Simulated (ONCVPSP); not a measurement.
## Before and after: ONCV potential for Cd (Z = 48)

Cd (Z = 48), optimised norm-conserving Vanderbilt (ONCV), made with ONCVPSP 4.0.1 (PBE, scalar-relativistic). Core [Ar] 3d10, reference 4s2 4p6 4d10 5s2. Waves: 4s+5s: rc 1.45 bohr, ncon 4, nbas 8, qcut 9.6 1/bohr, 2 projectors; 4p: rc 1.40 bohr, ncon 5, nbas 10, qcut 9.6 1/bohr, 2 projectors, debl 3.3 Ha; 4d: rc 1.60 bohr, ncon 4, nbas 9, qcut 11.8 1/bohr, 1 projector. Local part: polynomial inside 0.90 bohr (lpopt 5, dvloc0 0 Ha). Core correction: none.

All-electron outer shells of the reference configuration (PBE, scalar-relativistic, ld1.x):

```csv
shell,level (eV),outermost node (bohr),outermost maximum (bohr)
3d,-393.64,–,0.27
4s,-105.92,0.43,0.79
4p,-66.97,0.43,0.84
4d,-11.73,0.42,0.98
5s,-5.66,1.07,2.35
```

Change: p: rc 1.1.

Cutoffs: the cutoffs (Ha) at which the residual kinetic energy of the hardest occupied pseudo-wave falls to 1 and 0.1 mHa per electron; they do not see the model core or the augmentation charge, which bear on the density cutoff. Errors are all-electron minus pseudo energies relative to the spin-unpolarised reference configuration.

**Question.** Predict the effect on cutoff, ghosts and configuration errors.

**Answer.** The potential gets harder (38 Ha and 46 Ha → 46 Ha and 230 Ha); the errors of the 4 common tests hardly move; neither file shows a bound ghost. A smaller radius makes the pseudo-wave follow the all-electron one further in, where it bends more sharply, so more plane waves are needed.

| quantity | base | changed |
| --- | --- | --- |
| cutoff, loose | 38 Ha | 46 Ha |
| cutoff, tight | 46 Ha | 230 Ha |
| loose cutoff by channel | s 31 Ha, p 33 Ha, d 38 Ha | s 31 Ha, p 46 Ha, d 38 Ha |
| bound ghosts | none | none |
| GHOST(+) flags under 300 eV | s at 179.1 eV | s at 179.1 eV |
| error for 4s2 4p6 4d10 5s1, meV [ΔE 9.27 eV] | -1.6 | -1.6 |
| error for 4s2 4p6 4d10 5s0, meV [ΔE 26.40 eV] | -5.1 | -4.9 |
| error for 4s2 4p6 4d9 5s0, meV [ΔE 64.41 eV] | -7.3 | -7.5 |
| error for 4s2 4p6 4d9 5s2 5p1, meV [ΔE 12.65 eV] | +0.9 | +0.8 |
| s: phases at 1.47 bohr within 0.05 rad from the reference energy up to (Ha; the scan ends near 5) | to the end of the scan | to the end of the scan |
| d: phases at 1.63 bohr within 0.05 rad from the reference energy up to (Ha; the scan ends near 5) | 2.8 | 2.8 |
